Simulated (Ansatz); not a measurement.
Reaction R1 + R2 → P1 + P2, each structure at its B3LYP-D3(BJ)/def2-TZVP stationary point, reached from a drawn start (curvature not checked).
P1: F atom, charge 0, multiplicity 2.
P2, H2O (SMILES O) (charge 0, multiplicity 1):
```xyz
3

O      0.00000     0.00000     0.38961
H      0.00000     0.76499    -0.19486
H      0.00000    -0.76499    -0.19486
```
R1: OH (SMILES [OH]), charge 0, multiplicity 2.
R2, HF (SMILES F) (charge 0, multiplicity 1):
```xyz
2

H      0.000     0.000    -0.462
F      0.000     0.000     0.462
```

P less R. No zero-point or thermal terms; singlets are restricted closed shells; open shells are unrestricted; no spin–orbit coupling.

Correlated levels freeze the cores.

Run with Ansatz (Gaussian orbitals). Each number belongs to the level named beside it.

```tsv
level	reaction energy (kcal/mol)
HF/cc-pVQZ	9.20
BLYP/def2-TZVPP	17.68
revPBE/def2-TZVPP	16.84
r2SCAN/def2-TZVPP	16.57
wB97X-V/def2-TZVPP	15.25
B2PLYP/def2-TZVPP	15.48
MP2/cc-pVDZ	12.32
MP2/cc-pVTZ	(withheld)
CCSD/cc-pVTZ	(withheld)
```

**Question.** What belongs in the gaps?

**Answer.** 
- MP2/cc-pVTZ, reaction energy (kcal/mol): 15.47
- CCSD/cc-pVTZ, reaction energy (kcal/mol): 14.60

Ansatz is a first-principles code.
